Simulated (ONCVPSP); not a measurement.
**chromium: excitation energies, all-electron against ONCV**

ONCVPSP 4.0.1 input, shortened (lines: element, Z, core and valence counts, functional; n l f; lmax; l rc ep ncon nbas qcut; lloc lpopt rc5 dvloc0; l nproj debl; icmod fcfact rcfact), PBE, fully relativistic:

```
  Cr 24.00    3    4        4      upf
    1    0    2.00
    2    0    2.00
    2    1    6.00
    3    0    2.00
    3    1    6.00
    3    2    5.00
    4    1    1.00
    2
    0    1.35    0.00    3    6   11.30
    1    1.85    0.00    4    8    8.40
    2    1.40    0.00    4    8    9.70
    4    5    1.10    4.00
    0    2    2.50
    1    2    3.80
    2    2    0.80
    3    2.25    1.30
```

Open shells are filled in proportion to 2j + 1.

In the s channel the program set the typed energies aside and used -2.770, 0.250 Ha.

Energies are relative to the spin-unpolarised reference configuration 3s2 3p6 3d5 4p1; without spin polarisation the order of configurations can differ from experiment.

```csv
valence configuration,charge,ΔE all-electron (eV),error AE − PS (meV)
3s2 3p6 3d5 4p0,+1,3.780,+0.4
3s2 3p6 3d4 4p0,+2,19.833,+2.5
3s2 3p5 3d5 4s1 4p0,+1,48.398,+7.1
```

(1) What are ΔE and the potential's error for 3s2 3p6 3d5 4s1 4p0?

Levels in the configuration 3s2 3p6 3d5 4p0:

```json
{"level": "3s j=1/2", "all-electron (eV)": "-80.968", "pseudo (eV)": "-80.966"}
{"level": "3p j=3/2", "all-electron (eV)": "-52.130", "pseudo (eV)": "-52.129"}
{"level": "3p j=1/2", "all-electron (eV)": "-53.141", "pseudo (eV)": "-53.140"}
{"level": "3d j=5/2", "all-electron (eV)": "-9.843", "pseudo (eV)": "-9.844"}
{"level": "3d j=3/2", "all-electron (eV)": "-9.923", "pseudo (eV)": "-9.924"}
```

Answers

(1) ΔE = -3.121 eV all-electron; the error (AE − PS) is 0.0 meV.

These tests converged, but a pseudo level misses the all-electron one widely, so the file describes the atom poorly there or has found another state: 3s2 3p6 3d5 4s1 4p0: empty 4p by 5.0 eV; 3s2 3p5 3d5 4s1 4p0: empty 4p by 6.5 eV.
